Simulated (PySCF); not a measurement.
Gas-phase reaction: 2 GaOH + 2 H + N₂ = 2 GaNH₂ + O₂

Computed with PySCF and rigid-rotor harmonic-oscillator thermochemistry at 1 bar. † marks an energy on the PBE0/def2-TZVP geometry and frequencies. MP2 and CCSD(T) freeze the core. Open shells (unrestricted): H (multiplicity 2), O₂ (multiplicity 3); the rest are closed-shell singlets. Ga: all electrons, no relativistic terms. GaOH, GaNH₂: computed as isolated molecules; such fragments, hydroxides, amides, oligomers or adducts are transient or little studied in the gas. MP2 isn't extrapolated to the basis-set limit. CCSD(T) isn't extrapolated to the basis-set limit.

PBE0/def2-QZVP† gives ΔH°(298 K) = 4 kJ.

What do MP2/def2-SVP†, CCSD(T)/def2-SVP†, ωB97M-V/def2-TZVP† give?

MP2/def2-SVP†: 104 kJ; CCSD(T)/def2-SVP†: 64 kJ; ωB97M-V/def2-TZVP†: 36 kJ. For scale, ΔH°(298 K) is 4 kJ at this level, 36 kJ at ωB97M-V/def2-TZVP†, and runs from -59 to 162 kJ over the 19 levels computed.
